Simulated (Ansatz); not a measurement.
System: 1,1,1,2-tetrafluoroethane, C$_{2}$H$_{2}$F$_{4}$ (charge 0, singlet). SMILES: FCC(F)(F)F
Geometry: optimised at B3LYP-D3(BJ)/def2-TZVP (Ansatz, an electronic-structure program).

Wanted: atomisation energy, in kcal/mol. Terms: 6-31G* and kin with 6d, 5d where marked; UHF or UKS for open shells; atomisation electronic, to ground-state atoms; valence correlation only; spin-orbit terms left out; non-relativistic; dispersion terms only where a functional's name holds one. CBS(X,Y): correlation extrapolated as X^-3; Hartree-Fock from the larger set. First-principles rows: single points at B3LYP-D3(BJ) geometries (Ansatz).

```
species     coefficient  E at PBE/6-31G* (Ansatz), Eh  E at B3LYP/def2-TZVPD (Ansatz), Eh
----------  -----------  ----------------------------  ----------------------------------
FCC(F)(F)F           -1                    -476.30098                          -477.00373
C atom               +2                     -37.78288                           -37.85953
F atom               +4                     -99.61359                           -99.77110
H atom               +2                      -0.49743                            -0.50215
```

Coupled cluster (Ansatz) is a level with limits of its own, used here on species with T1 under 0.025 (0.045 for open shells) and stable references: CCSD(T)/CBS(aug-cc-pVTZ,aug-cc-pVQZ). Value to compare with, CCSD(T)/CBS(aug-cc-pVTZ,aug-cc-pVQZ) (Ansatz): 762.2 kcal/mol. 1 Eh = 627.5095 kcal/mol.

Work the quantity out at each level, and compare with CCSD(T)/CBS(aug-cc-pVTZ,aug-cc-pVQZ) (Ansatz).


- PBE/6-31G*: the sum of coefficient times E is 1.28600 Eh, or 806.98 kcal/mol. Result: 807.0 kcal/mol. Its difference against CCSD(T)/CBS(aug-cc-pVTZ,aug-cc-pVQZ) (Ansatz) is 44.8 kcal/mol.
- B3LYP/def2-TZVPD: the sum of coefficient times E is 1.19597 Eh, or 750.48 kcal/mol. Result: 750.5 kcal/mol. Its difference against CCSD(T)/CBS(aug-cc-pVTZ,aug-cc-pVQZ) (Ansatz) is -11.7 kcal/mol.
